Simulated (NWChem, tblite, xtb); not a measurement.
How methods differ on GeBrClF2 (SMILES [F][Ge]([F])([Cl])[Br])

GeBrClF2 has 5 atoms, charge 0, and is taken as a singlet. As SMILES, `[F][Ge]([F])([Cl])[Br]`. The shape is that of a PBE0-D4/def2-TZVP optimisation.

Each level gives the dipole moment (D). The values are calculated.

```json
{"level": "GFN1-xTB", "kind": "semi-empirical", "program": "tblite", "value (D)": "1.36", "CPU time": "under 2 s"}
{"level": "GFN2-xTB", "kind": "semi-empirical", "program": "tblite", "value (D)": "3.02", "CPU time": "under 2 s"}
{"level": "IPEA1-xTB", "kind": "semi-empirical", "program": "tblite", "value (D)": "1.42", "CPU time": "under 2 s"}
{"level": "GFN0-xTB", "kind": "semi-empirical", "program": "xtb", "value (D)": "2.26", "CPU time": "under 2 s"}
{"level": "HF/STO-3G", "kind": "Hartree–Fock", "program": "NWChem", "value (D)": "1.14", "CPU time": "7.4 s"}
{"level": "HF/3-21G", "kind": "Hartree–Fock", "program": "NWChem", "value (D)": "1.17", "CPU time": "9.1 s"}
{"level": "HF/def2-SVP", "kind": "Hartree–Fock", "program": "NWChem", "value (D)": "1.69", "CPU time": "38 s"}
{"level": "SVWN5/def2-SVP", "kind": "LDA", "program": "NWChem", "value (D)": "1.38", "CPU time": "29 s"}
{"level": "B3LYP/6-31G* (spherical functions)", "kind": "global hybrid", "program": "NWChem", "value (D)": "1.26", "CPU time": "47 s"}
{"level": "PBE0/def2-SVP", "kind": "global hybrid", "program": "NWChem", "value (D)": "1.45", "CPU time": "30 s"}
```

All-electron rows without a relativistic Hamiltonian named are non-relativistic. The values span 1.14 to 3.02 D. Magnitudes only. Sets without polarisation functions give poor dipoles. CPU times are rough (shared hosts, several kinds of processor and program).
